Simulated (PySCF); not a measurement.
**Radial density of Sn⁺ (tin, charge +1)**

BHandHLYP, [Kr] 4d10 5s1 5p1 5d1, one real determinant (an excited configuration). Computed with PySCF 2.14 in x2c-TZVPPall with one added diffuse shell each of s, p, d, f type (9s7p5d3f, 76 functions), with scalar relativity by spin-free X2C-1e.

```csv
r (bohr),4πr²ρ (e/bohr),4πr²(ρα − ρβ)
0.0266,61.46,0.0080
0.0448,56.29,0.0152
0.0754,78.81,0.0389
0.127,68.77,0.0000
0.213,62.08,0.0684
0.359,50.45,0.0100
0.603,20.46,0.2064
1.01,18.74,-0.0122
1.71,3.909,0.8707
2.87,0.9796,0.8789
4.83,0.2624,0.2623
8.12,0.04879,0.0488
13.7,0.0002545,0.0003
```

Densities and radii are taken from the X2C orbitals without a picture-change correction, which distorts them close to the nucleus.

⟨L²⟩ = 8.01 against 12 for a pure F term, so this real determinant mixes terms. The outer electron is Rydberg-like, and this basis confines it to a smaller radius and binds it less than a complete one would.

Question: Where is the radial spin density 4πr²(ρα − ρβ) most negative, and why is it negative at all?

Answer: Around r = 1.01 bohr, down to -0.0122 e/bohr: exchange with the open shell polarises the paired shells in an unrestricted calculation.
